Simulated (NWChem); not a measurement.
# CH₃Zn cation; SMILES [CH3][Zn+]

Results from NWChem. Pople sets run with spherical d functions. Medium grid unless said otherwise, to which SCAN and Minnesota functionals are sensitive. The geometry was optimised at PBE0/def2-SVP. Hybrids' shares of exact exchange are those that their runs print; pure functionals count as 0. The functionals differ in more than this share.

```csv
row,share of exact exchange,orbital gap (eV)
PBE/6-31G*,0.00,3.69
SCAN/6-31G*,0.00,4.03
B3LYP/6-31G*,0.20,5.03
BHandHLYP/6-31G*,0.50,7.05
M06-2X/6-31G*,0.54,withheld
```

Task: Fit a straight line of the last column on the one before it, predict the withheld value, and compare with the run.

Result: 
1. Means of the 4 shown rows: x = 0.175, y = 4.950. Slope Σ(x − x̄)(y − ȳ)/Σ(x − x̄)² = 1.066/0.1675 = 6.364; intercept 3.836.
2. The shown rows scatter about the line by 0.129 (root mean square); the largest residual is +0.19, at SCAN/6-31G*.
3. At x = 0.54 (M06-2X/6-31G*; beyond the shown range) the line gives 7.27.
4. The run gives 7.20, -0.07 from the line, 0.5 times the scatter.
